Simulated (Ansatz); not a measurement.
Ideal-gas functions of FH₃NO₂V (`[NH]=[V]([OH])([OH])[F]`) at 298.15 K and 1 bar, from an Ansatz frequency run at PBE0-D4/def2-TZVP.

Molar mass 118.97 g/mol, point group Cs (symmetry number 1), electronic degeneracy 1, moments of inertia 134.27, 135.901, 152.219 u Å². Harmonic wavenumbers (cm⁻¹, unscaled): 216, 230, 257, 272, 279, 387, 390, 463, 477, 683, 684, 731, 797, 831, 1107, 3626, 3903, 3907.

Use S(trans) = R[1.5 ln M + 2.5 ln T − 1.1517]; rotational temperatures θ = 24.2544 K / I; S(rot) = R[ln(√π/σ · √(T³/θAθBθC)) + 1.5]; for each mode x = 1.438777 ν̃/T, S = R[x/(eˣ − 1) − ln(1 − e⁻ˣ)] and H = RT x/(eˣ − 1); 1 cm⁻¹ = 0.0119627 kJ/mol; R = 8.31446 J/(mol·K).

Q: By hand: the entropy, in J/(mol·K).

A: Translation 168.5. Rotation: θ = 0.1806, 0.1785, 0.1593 K, giving 110.2. Vibration, mode by mode: 8.34, 7.86, 7.04, 6.63, 6.44, 4.23, 4.18, 3.17, 3.00, 1.37, 1.36, 1.14, 0.88, 0.77, 0.25, 0.00, 0.00, 0.00, in all 56.7. Electronic 0.0. Sum 335.4 J/(mol·K).

Q: By hand: H − E and G − E in kJ/mol, counted from the electronic energy.

A: Zero-point energy ½ × 19240 × 0.0119627 = 115.1; thermal vibration 10.7; translation, rotation and pV give 4 RT = 9.9. H − E = 135.7 kJ/mol, and G − E = 135.7 − 298.15 × 335.4/1000 = 35.7 kJ/mol.

Vibration gives 17 % of the entropy. The sum counts one conformer and one mirror image; others add a mixing term.
